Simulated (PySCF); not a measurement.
## `C/N=C/[C@@H]1[C@H]2CC[C@@H]12`, C7H11N

Geometry:
| atom | x (Å) | y (Å) | z (Å) |
| --- | --- | --- | --- |
| C1 | 3.589 | -0.147 | -0.160 |
| N2 | 2.291 | -0.271 | 0.420 |
| C3 | 1.264 | 0.016 | -0.247 |
| C4 | -0.075 | -0.103 | 0.327 |
| C5 | -1.200 | -0.511 | -0.595 |
| C6 | -2.456 | -0.743 | 0.234 |
| C7 | -2.366 | 0.714 | 0.736 |
| C8 | -1.114 | 0.904 | -0.108 |
| H9 | 3.576 | 0.209 | -1.201 |
| H10 | 4.076 | -1.122 | -0.119 |
| H11 | 4.175 | 0.542 | 0.451 |
| H12 | 1.312 | 0.372 | -1.291 |
| H13 | -0.079 | -0.456 | 1.351 |
| H14 | -1.014 | -0.927 | -1.572 |
| H15 | -3.340 | -0.930 | -0.371 |
| H16 | -2.375 | -1.517 | 0.996 |
| H17 | -3.200 | 1.331 | 0.410 |
| H18 | -2.226 | 0.841 | 1.809 |
| H19 | -0.846 | 1.808 | -0.631 |

Theory: GIAO PBE0/pcSseg-1 magnetisability, rotational g tensor and spin-rotation constants, non-relativistic, gas phase (PySCF). Geometry: GFN2-xTB.

**Question.** Give the nuclear spin-rotation constants along the inertial axes (H = +C I·J) beside the isotropic shieldings.

**Answer.** Rotational constants 7.7438, 0.9543, 0.9298 GHz. A star marks the isotopologue with that one atom substituted, in its own axes.
```tsv
atom	isotope	Caa (kHz)	Cbb (kHz)	Ccc (kHz)	mean (kHz)	σ (ppm)
N2	14N	2.628	0.025	0.176	0.943	-94.0
H9	1H	-0.714	-0.115	0.044	-0.262	28.8
H10	1H	-0.458	0.000	-0.083	-0.180	27.8
H11	1H	-0.458	0.000	-0.084	-0.180	27.8
H12	1H	-0.555	-0.113	0.083	-0.195	24.9
H13	1H	-0.764	-0.116	0.028	-0.284	30.0
H14	1H	-0.826	-0.038	-0.044	-0.303	30.1
H15	1H	-0.135	-0.082	-0.071	-0.096	29.5
H16	1H	-0.878	-0.078	0.004	-0.317	30.2
H17	1H	-0.139	-0.082	-0.071	-0.098	29.5
H18	1H	-0.877	-0.077	0.004	-0.317	30.2
H19	1H	-0.826	-0.039	-0.043	-0.303	30.1
C1	13C*	1.201	0.212	0.179	0.531	135.5
C3	13C*	3.077	0.225	0.438	1.247	20.4
C4	13C*	1.458	0.191	0.126	0.592	147.6
C5	13C*	1.048	0.186	0.111	0.449	163.2
C6	13C*	1.182	0.159	0.124	0.488	162.2
```
For the geometry as given, no vibrational averaging.

**Question.** How do the rotational constants and the g tensor change when H9, H10, H11, H12, H13, H14, H15, H16, H17, H18, H19 are replaced by deuterium?

**Answer.** Constants 5.6769, 0.8085, 0.7909 GHz; g -0.0342, -0.0014, -0.0055, against -0.0474, -0.0017, -0.0064 before.
